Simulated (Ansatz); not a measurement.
Mulliken charges of F3ISi (`F[Si](F)(F)I`) from PBE/def2-TZVPP in Ansatz (PBE0-D4/def2-TZVP geometry).

| atom | x (Å) | y (Å) | z (Å) | charge (e) |
| --- | --- | --- | --- | --- |
| F1 | -0.003 | -0.012 | 1.617 | -0.229 |
| Si2 | 0.086 | -0.116 | 0.053 | 0.752 |
| F3 | -0.432 | -1.537 | -0.369 | -0.229 |
| F4 | 1.598 | -0.009 | -0.356 | -0.229 |
| I5 | -1.199 | 1.600 | -0.988 | -0.066 |

**Question.** By hand: the dipole of these point charges (1 e Å = 4.8032 D).

**Answer.** Σ q r = (-0.123, 0.164, -0.099) e Å, of length 0.228 e Å = 1.10 D.

**Question.** How does the dipole of the full density compare? (An estimate is asked.)

**Answer.** Ansatz gave: (-0.128, 0.171, -0.104) e Å, 1.14 D; the point charges give 0.96 times that, at 0° from its direction.

Point charges leave out the atoms' own dipoles, such as those of lone pairs, and Mulliken's split depends on the basis, so the close match here is no proof of good charges.
